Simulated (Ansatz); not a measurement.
Bond stretch in BeH (cation, charge +1), singlet.

Levels of theory: RKS-PBE = restricted PBE/cc-pVTZ run with Ansatz (a program for electronic structure); UKS-PBE = unrestricted PBE/cc-pVTZ (Ansatz); UKS-PBE0 = unrestricted PBE0/cc-pVTZ run with Ansatz; FCI = Ansatz with full CI/cc-pVTZ, frozen core.

Energies relative to the lowest point of each curve near equilibrium, in kJ/mol; the last columns give the error against full CI:

```json
[
 {"R / Å": "1.06", "RKS-PBE": "81.9", "UKS-PBE": "81.9", "UKS-PBE0": "78.8", "FCI": "77.8", "RKS-PBE − FCI": "4.1", "UKS-PBE − FCI": "4.1", "UKS-PBE0 − FCI": "1.0"},
 {"R / Å": "1.14", "RKS-PBE": "35.6", "UKS-PBE": "35.6", "UKS-PBE0": "33.2", "FCI": "32.4", "RKS-PBE − FCI": "3.2", "UKS-PBE − FCI": "3.2", "UKS-PBE0 − FCI": "0.8"},
 {"R / Å": "1.19", "RKS-PBE": "17.9", "UKS-PBE": "17.9", "UKS-PBE0": "16.0", "FCI": "15.4", "RKS-PBE − FCI": "2.5", "UKS-PBE − FCI": "2.5", "UKS-PBE0 − FCI": "0.6"},
 {"R / Å": "1.24", "RKS-PBE": "6.9", "UKS-PBE": "6.9", "UKS-PBE0": "5.6", "FCI": "5.3", "RKS-PBE − FCI": "1.6", "UKS-PBE − FCI": "1.6", "UKS-PBE0 − FCI": "0.3"},
 {"R / Å": "1.29", "RKS-PBE": "1.3", "UKS-PBE": "1.3", "UKS-PBE0": "0.7", "FCI": "0.6", "RKS-PBE − FCI": "0.7", "UKS-PBE − FCI": "0.7", "UKS-PBE0 − FCI": "0.1"},
 {"R / Å": "1.33", "RKS-PBE": "0.0", "UKS-PBE": "0.0", "UKS-PBE0": "0.0", "FCI": "0.0", "RKS-PBE − FCI": "0.0", "UKS-PBE − FCI": "0.0", "UKS-PBE0 − FCI": "0.0"},
 {"R / Å": "1.39", "RKS-PBE": "2.3", "UKS-PBE": "2.3", "UKS-PBE0": "3.3", "FCI": "3.5", "RKS-PBE − FCI": "-1.1", "UKS-PBE − FCI": "-1.1", "UKS-PBE0 − FCI": "-0.1"},
 {"R / Å": "1.41", "RKS-PBE": "4.0", "UKS-PBE": "4.0", "UKS-PBE0": "5.4", "FCI": "5.5", "RKS-PBE − FCI": "-1.5", "UKS-PBE − FCI": "-1.5", "UKS-PBE0 − FCI": "-0.2"},
 {"R / Å": "1.45", "RKS-PBE": "8.7", "UKS-PBE": "8.7", "UKS-PBE0": "10.7", "FCI": "10.9", "RKS-PBE − FCI": "-2.2", "UKS-PBE − FCI": "-2.2", "UKS-PBE0 − FCI": "-0.2"},
 {"R / Å": "1.54", "RKS-PBE": "23.6", "UKS-PBE": "23.6", "UKS-PBE0": "27.5", "FCI": "27.4", "RKS-PBE − FCI": "-3.8", "UKS-PBE − FCI": "-3.8", "UKS-PBE0 − FCI": "0.1"},
 {"R / Å": "1.64", "RKS-PBE": "45.3", "UKS-PBE": "45.3", "UKS-PBE0": "51.3", "FCI": "50.4", "RKS-PBE − FCI": "-5.1", "UKS-PBE − FCI": "-5.1", "UKS-PBE0 − FCI": "0.9"},
 {"R / Å": "1.79", "RKS-PBE": "82.8", "UKS-PBE": "82.8", "UKS-PBE0": "92.3", "FCI": "88.8", "RKS-PBE − FCI": "-5.9", "UKS-PBE − FCI": "-5.9", "UKS-PBE0 − FCI": "3.5"},
 {"R / Å": "1.99", "RKS-PBE": "134.9", "UKS-PBE": "134.9", "UKS-PBE0": "147.7", "FCI": "139.3", "RKS-PBE − FCI": "-4.4", "UKS-PBE − FCI": "-4.4", "UKS-PBE0 − FCI": "8.5"},
 {"R / Å": "2.19", "RKS-PBE": "183.7", "UKS-PBE": "179.1", "UKS-PBE0": "188.7", "FCI": "183.2", "RKS-PBE − FCI": "0.5", "UKS-PBE − FCI": "-4.1", "UKS-PBE0 − FCI": "5.5"},
 {"R / Å": "2.41", "RKS-PBE": "230.6", "UKS-PBE": "211.7", "UKS-PBE0": "218.7", "FCI": "221.4", "RKS-PBE − FCI": "9.2", "UKS-PBE − FCI": "-9.7", "UKS-PBE0 − FCI": "-2.7"},
 {"R / Å": "2.65", "RKS-PBE": "272.6", "UKS-PBE": "234.0", "UKS-PBE0": "240.1", "FCI": "251.3", "RKS-PBE − FCI": "21.3", "UKS-PBE − FCI": "-17.3", "UKS-PBE0 − FCI": "-11.2"},
 {"R / Å": "2.91", "RKS-PBE": "307.8", "UKS-PBE": "249.5", "UKS-PBE0": "255.5", "FCI": "272.3", "RKS-PBE − FCI": "35.5", "UKS-PBE − FCI": "-22.8", "UKS-PBE0 − FCI": "-16.8"},
 {"R / Å": "3.26", "RKS-PBE": "340.8", "UKS-PBE": "262.4", "UKS-PBE0": "268.5", "FCI": "287.7", "RKS-PBE − FCI": "53.0", "UKS-PBE − FCI": "-25.4", "UKS-PBE0 − FCI": "-19.2"},
 {"R / Å": "3.58", "RKS-PBE": "359.5", "UKS-PBE": "268.9", "UKS-PBE0": "275.2", "FCI": "294.2", "RKS-PBE − FCI": "65.3", "UKS-PBE − FCI": "-25.3", "UKS-PBE0 − FCI": "-18.9"},
 {"R / Å": "4.04", "RKS-PBE": "373.6", "UKS-PBE": "272.9", "UKS-PBE0": "280.1", "FCI": "297.9", "RKS-PBE − FCI": "75.8", "UKS-PBE − FCI": "-25.0", "UKS-PBE0 − FCI": "-17.8"},
 {"R / Å": "4.67", "RKS-PBE": "379.2", "UKS-PBE": "273.2", "UKS-PBE0": "282.6", "FCI": "299.3", "RKS-PBE − FCI": "79.9", "UKS-PBE − FCI": "-26.1", "UKS-PBE0 − FCI": "-16.7"},
 {"R / Å": "5.30", "RKS-PBE": "377.9", "UKS-PBE": "271.1", "UKS-PBE0": "283.4", "FCI": "299.8", "RKS-PBE − FCI": "78.2", "UKS-PBE − FCI": "-28.7", "UKS-PBE0 − FCI": "-16.4"}
]
```

RKS-PBE is furthest from FCI at 4.67 (79.9 kJ/mol, above); its mean absolute error over the points is 20.7 kJ/mol.

UKS-PBE is furthest from FCI at 5.30 (-28.7 kJ/mol, below); its mean absolute error over the points is 10.0 kJ/mol.

UKS-PBE0 is furthest from FCI at 3.26 (-19.2 kJ/mol, below); its mean absolute error over the points is 6.4 kJ/mol.

The restricted form behind RKS-PBE keeps the bonding electrons paired and can't separate into open-shell fragments. The unrestricted determinant behind UKS-PBE is spin-contaminated at 2.19 to 5.30 Å (<S²> up to 0.9, against 0.00 for a pure singlet). The unrestricted determinant behind UKS-PBE0 is spin-contaminated at 1.99 to 5.30 Å (<S²> up to 1.0, against 0.00 for a pure singlet).
